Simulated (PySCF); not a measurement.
Work out the structure from these simulated measurements.

Formula: C4H12Si2.

* Valence photoelectron: vertical ionisation energy: 9.68 eV [ΔSCF CAM-B3LYP/def2-SVPD]
* UV, strongest line: among the 10 lowest singlet transitions: S2 at 6.41 eV (193 nm, f = 0.384) [TDDFT CAM-B3LYP/def2-SVPD]
* UV, first state: lowest singlet excitation: 5.79 eV (214 nm, f = 0.006) [TDDFT CAM-B3LYP/def2-SVPD]
* XPS: Si2p3/2 106.2, Si2p3/2 106.6, C1s 289.9, C1s 290.0, C1s 290.1, C1s 290.6, Si1s 1846.0, Si1s 1846.3 eV [ΔSCF SCAN, pcX-2 on the ionised atom, pcseg-1 elsewhere, spin-free X2C, 2p3/2 from a spin–orbit splitting computed afterwards within the 2p shell]
* Rotational structure: rotational constants A, B, C: 2.914, 1.358, 1.078 GHz [PBE0-D3(BJ)/def2-SVP]
* Triplet: lowest triplet excitation (Tamm–Dancoff): 3.94 eV [TDA CAM-B3LYP/def2-SVPD]
* 13C NMR: chemical shifts (computed TMS as zero) by class: 157.1 (1 C), 154.0 (1 C), 10.6 (1 C), 6.1 (1 C) ppm [GIAO PBE0/pcSseg-1]

The electronic properties come from PySCF, for the isolated species, density fitting. Levels stand in brackets. Geometry: PBE0-D3(BJ)/def2-SVP, one conformer, isolated molecule. NMR values are class means; diastereotopic atoms form classes of their own.

Task: What is the compound? Reason from the data.

Result: Numbering: `[CH3:1][CH2:2][SiH2:3]/[CH:4]=[CH:5]\[SiH3:6]`. Its formula, C4H12Si2, gives 1 degree of unsaturation: 0 rings and 1 π bond in the structure found. 4 carbons fall into 4 classes; from least to most shielded: alkene CH carbon [C4] (157.1 ppm), alkene CH carbon [C5] (154.0 ppm), methyl carbon [C1] (10.6 ppm), sp3 carbon bound to silicon [C2] (6.1 ppm). The core levels belong to: Si2p3/2 106.2 eV, SiH2 silicon [Si3]; Si2p3/2 106.6 eV, SiH3 silicon [Si6]; C1s 289.9 eV, alkene CH carbon [C4]; C1s 290.0 eV, alkene CH carbon [C5]; C1s 290.1 eV, sp3 carbon bound to silicon [C2]; C1s 290.6 eV, methyl carbon [C1]; Si1s 1846.0 eV, SiH2 silicon [Si3]; Si1s 1846.3 eV, SiH3 silicon [Si6]. The first electron is taken from the HOMO, whose largest Löwdin shares are 0.28 on an alkene CH carbon, 0.27 on an alkene CH carbon, 0.12 on the sp3 carbon bound to silicon and 0.08 on the SiH2 silicon. The optimised geometry has point group C1 and is an asymmetric top. Structure: `CC[SiH2]/C=C\[SiH3]`. Computed isomers that give other values at the same levels: `C[Si@@H]1CCC[SiH2]1` (core binding energies: Si2p3/2 105.7, Si2p3/2 105.8, C1s 289.8, C1s 289.9, C1s 290.0, C1s 290.5, Si1s 1845.5, Si1s 1845.5 eV); `C=C[SiH2]CC[SiH3]` (rotational constant A: 7.745 GHz; this holds for the one conformer computed); `CC1C[SiH2][SiH2]C1` (core binding energies: Si2p3/2 106.0 (×2), C1s 289.9 (×2), C1s 290.4, C1s 290.6, Si1s 1845.7 (×2) eV). The assignments are read from this structure; whether some other isomer fits the data as well wasn't checked.

Shape of the structure used: `[CH3:1][CH2:2][SiH2:3]/[CH:4]=[CH:5]\[SiH3:6]`: C1–C2–Si3–C4 62°, C2–Si3–C4–C5 -85°.
